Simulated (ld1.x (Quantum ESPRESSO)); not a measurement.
**What one change does to a pseudopotential (Ni (Z = 28), ultrasoft)**

```json
{
  "Element": "Ni",
  "Generator": "ld1.x (Quantum ESPRESSO) 7.5",
  "Type": "ultrasoft",
  "Functional": "PBE",
  "Relativity": "scalar-relativistic",
  "Frozen core": "[Ne]",
  "Valence charge": "18",
  "Reference configuration": "3s2 3p6 3d8 4s1 4p1",
  "Partial waves": "3s (bound): rcut 1.15, rcutus 1.25 bohr; 4s (bound): rcut 1.15, rcutus 1.25 bohr; 3p (bound): rcut 1.05, rcutus 1.15 bohr; 4p (bound): rcut 1.05, rcutus 1.15 bohr; 3d (bound): rcut 1.40, rcutus 1.65 bohr; 3d channel at -0.2 Ry: rcut 1.40, rcutus 1.65 bohr",
  "Local potential": "all-electron potential smoothed inside 1.40 bohr (lloc = -1)",
  "Core correction": "Bessel-smoothed model core inside 0.95 bohr",
  "Augmentation charge": "PSQ, inside the norm-conserving radii"
}
```

All-electron outer shells of the reference configuration (PBE, scalar-relativistic, ld1.x):

| shell | level (eV) | outermost node (bohr) | outermost maximum (bohr) |
| --- | --- | --- | --- |
| 2s | -983.71 | 0.07 | 0.21 |
| 2p | -846.57 | – | 0.16 |
| 3s | -113.04 | 0.30 | 0.64 |
| 3p | -73.38 | 0.27 | 0.65 |
| 3d | -10.81 | – | 0.63 |
| 4s | -6.88 | 0.92 | 2.18 |
| 4p | -2.11 | 1.00 | 3.02 |

Change: wave 3d channel at -0.2 Ry: rcut 1.40, rcutus 1.65 bohr becomes 3d channel at 2.12 Ry: rcut 1.40, rcutus 1.65 bohr.

Cutoffs: the cutoffs (Ry, on a coarse ladder) from which the occupation-weighted sum of valence levels, in a spherical-Bessel basis at the reference potential, stays within 10 and 1 mRy of its value at 400 Ry; they do not see the model core or the augmentation charge, which bear on the density cutoff. Errors are all-electron minus pseudo energies relative to the spin-unpolarised reference configuration.

Q: How do hardness, ghosts and transferability respond?

A: The potential gets neither clearly harder nor softer (80 Ry and 120 Ry → 80 Ry and 120 Ry); of the 7 tests that both files solve, the error grows in 2 and shrinks in 3 by more than 15 % and 0.3 meV (median size 5.6 → 4.2 meV); neither file shows a bound ghost.

```csv
quantity,base,changed
"cutoff, loose",80 Ry,80 Ry
"cutoff, tight",120 Ry,120 Ry
bound ghosts,none,none
"error for 3s2 3p6 3d8 4s2 4p0, meV [ΔE -4.60 eV]",-1.0,-1.2
"error for 3s2 3p6 3d8 4s1 4p0, meV [ΔE 4.73 eV]",-1.0,-1.2
"error for 3s2 3p6 3d8 4s0 4p0, meV [ΔE 22.08 eV]",+0.4,-1.2
"error for 3s2 3p5 3d8 4s2 4p0, meV [ΔE 74.93 eV]",+19,-5.6
"error for 3s1 3p6 3d8 4s2 4p0, meV [ΔE 114.80 eV]",-5.6,-51
"error for 3s2 3p6 3d7 4s0 4p0, meV [ΔE 59.54 eV]",+21,-4.2
"error for 3s2 3p6 3d9 4s1 4p0, meV [ΔE -6.19 eV]",+17,+8.9
s: phases at 1.80 bohr within 0.05 rad from the reference energy up to (Ry; the scan ends near 5),to the end of the scan,to the end of the scan
p: phases at 1.80 bohr within 0.05 rad from the reference energy up to (Ry; the scan ends near 5),to the end of the scan,to the end of the scan
d: phases at 1.80 bohr within 0.05 rad from the reference energy up to (Ry; the scan ends near 5),3.7,3.8
lowest overlap eigenvalue by channel,"s 0.07, p 0.22, d 1.00","s 0.07, p 0.22, d 0.90"
```
